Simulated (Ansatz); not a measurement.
`[CH3][SnH2][F]` + H₂S → `[F][SnH2][SH]` + CH₄ at 700 K and 1 bar (ligand exchange at the Sn–C bond).

Gas-phase electronic energies from Ansatz, PBE0-D4/def2-TZVP geometries. CCSD(T)/CBS adds triple-zeta CCSD(T) − MP2 to the extrapolated MP2 energy (def2 sets, frozen cores). This one scheme is used for every species. def2 core potentials past Kr. For Sn outer-core shells are correlated without core-valence functions, which leaves a few kJ/mol of doubt a bond. Each species was taken in one conformer, which may not be the lowest.

```json
{"species": "`[CH3][SnH2][F]`", "CCSD(T)/CBS energy (Eh)": "-354.90084", "H − E (kJ/mol)": "196.4", "S (J/(mol·K))": "411.5"}
{"species": "H₂S", "CCSD(T)/CBS energy (Eh)": "-398.97279", "H − E (kJ/mol)": "64.8", "S (J/(mol·K))": "236.9"}
{"species": "`[F][SnH2][SH]`", "CCSD(T)/CBS energy (Eh)": "-713.44162", "H − E (kJ/mol)": "121.3", "S (J/(mol·K))": "403.9"}
{"species": "CH₄", "CCSD(T)/CBS energy (Eh)": "-40.46206", "H − E (kJ/mol)": "145.9", "S (J/(mol·K))": "224.0"}
```

H − E and S are ideal-gas, rigid-rotor, harmonic terms from PBE0-D4/def2-TZVP, for one conformer and one mirror image of each species. 1 Eh = 2625.50 kJ/mol, R = 8.31446 J/(mol·K).

By hand: ΔE, ΔH, ΔS and ΔG.

ΔE = (-713.44162) + (-40.46206) − (-354.90084) − (-398.97279) = -0.03005 Eh = -78.9 kJ/mol. Δ(H − E) = 121.3 + 145.9 − 196.4 − 64.8 = 6.0, so ΔH = -72.9 kJ/mol. ΔS = 403.9 + 224.0 − 411.5 − 236.9 = -20.5 J/(mol·K). ΔG = -72.9 − 700 × (-20.5)/1000 = -58.6 kJ/mol.

By hand: the equilibrium constant, and the temperature at which ΔG would vanish if ΔH and ΔS stayed fixed.

log₁₀ K = −ΔG/(RT ln 10) = 4.4. ΔG = 0 at ΔH/ΔS = 3556 K, far beyond where these terms or the molecules hold.

ΔH outweighs TΔS. A doubt of 5 kJ/mol in ΔE shifts log₁₀ K by 0.4 here. Other conformers and mirror images would add mixing entropy, several J/(mol·K) or more a flexible species. These are equilibria of isolated gas molecules and say nothing of rates. Largest T1 diagnostic: 0.013 (customary marks: 0.02 for closed shells, 0.045 for open ones).
